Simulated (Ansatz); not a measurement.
Relaxation of C₄H₈O₂Si (15 atoms, charge 0, multiplicity 1), to a largest force component of 0.015 eV/Å in at most 40 steps.

Method: RKS B3LYP-D4/def2-SVP (Ansatz).

```xyz
15
Properties=species:S:1:pos:R:3:forces:R:3
C -0.593 -2.533 1.159 1.35 2.92 -2.05
C -0.166 -1.601 0.497 -0.36 -0.74 0.14
C 0.386 -0.501 -0.315 3.22 -0.01 3.36
C 2.015 -0.515 -0.189 -2.92 -0.33 0.98
O -0.023 0.751 0.181 -0.21 0.28 -0.10
Si -1.371 1.478 -0.467 -0.83 -0.31 -0.21
O -1.552 2.947 0.241 -0.13 0.32 -0.32
H -1.030 -3.257 1.721 -1.08 -2.08 1.55
H 0.166 -0.615 -1.319 -0.79 -0.39 -2.65
H 2.360 -1.472 -0.521 0.59 -0.83 -0.42
H 2.253 -0.380 0.874 0.05 0.01 0.02
H 2.400 0.299 -0.752 0.55 0.93 -0.82
H -1.217 1.654 -1.937 0.06 -0.01 -0.02
H -2.588 0.637 -0.193 0.22 0.04 -0.10
H -1.062 3.057 1.050 0.29 0.22 0.65
```

**Question.** Where does it end, and by what steps?

**Answer.** The run ended unconverged. The force dipped under the threshold on the way, but the program's further checks kept it going. After 39 steps the energy has fallen by 0.485 eV; H14 moved furthest, 1.81 Å.

```csv
step,energy less start (eV),largest force component (eV/Å),accepted
0,0.0000,3.357,yes
2,-0.4096,0.320,yes
4,-0.4225,0.163,yes
6,-0.4378,0.128,yes
8,-0.1481,2.618,no
10,-0.4505,0.041,yes
12,-0.4521,0.311,yes
14,-0.4562,0.196,yes
16,-0.4597,0.206,yes
18,-0.4636,0.152,yes
20,-0.4658,0.133,yes
22,-0.4671,0.046,yes
24,-0.4676,0.020,yes
26,-0.4678,0.013,yes
28,-0.4679,0.042,yes
30,-0.4683,0.075,yes
32,-0.4690,0.120,yes
34,-0.4707,0.105,yes
36,-0.4735,0.280,yes
38,-0.4718,0.422,no
39,-0.4847,0.043,yes
```

```xyz
15
Properties=species:S:1:pos:R:3
C -0.659 -2.777 0.420
C -0.129 -1.732 0.115
C 0.505 -0.455 -0.251
C 2.003 -0.451 0.050
O -0.098 0.619 0.461
Si -1.501 1.414 0.030
O -1.179 2.874 -0.702
H -1.130 -3.702 0.695
H 0.363 -0.312 -1.341
H 2.510 -1.268 -0.485
H 2.167 -0.578 1.131
H 2.436 0.510 -0.263
H -2.242 0.617 -0.980
H -2.257 1.622 1.293
H -0.810 3.568 -0.143
```

Run time: 2.7 min on 2 threads of Arm Neoverse V2 (shared host), peak memory 0.41 GiB.
